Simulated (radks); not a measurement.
Values are calculated unless marked as measured or tabulated.
Task: Radial electron density D(r) = 4 pi r^2 rho(r) of an atom or ion with 37 electrons. Code: a radial shooting solver on a logarithmic mesh with Libxc functionals. Model: Dirac Kohn-Sham, PBE, spin-unpolarised, spherical densities, finite nucleus; Fermi nuclear charge, rms radius of each element as measured or else 0.836 A^(1/3) + 0.57 fm.

r (bohr),D(r) (e/bohr)
0.005029,12.01
0.006653,17.94
0.008874,25.92
0.01174,35.03
0.01554,44.02
0.02072,50.58
0.02742,51.90
0.03628,48.23
0.04838,44.06
0.06402,46.71
0.0847,56.89
0.113,63.57
0.1495,55.07
0.1994,40.86
0.2638,41.13
0.349,47.85
0.4655,38.08
0.6159,19.13
0.815,10.59
1.087,9.576
1.438,6.128
1.903,2.168
2.538,0.5901
3.358,0.2144
4.479,0.04747
5.926,0.003593

What is the nuclear charge?

Result: Z = 41. The innermost maximum, from 1s, lies near gamma/Z bohr with gamma = sqrt(1 - (Z/c)^2) = 0.954, here 0.0233 bohr (found: 0.0255), and its height grows with Z. The density is that of the niobium ion Nb4+ in [Ar] 3d10 4s2 4p5.5 4d1 5p0.5; the configuration itself is not fixed sharply by these data, and Z only to a few units. D(r) has 3 maxima, at r = 0.0255, 0.112, 0.355 bohr, and minima at 0.0516, 0.227 bohr, inside which lie 2.07, 11.06 electrons.
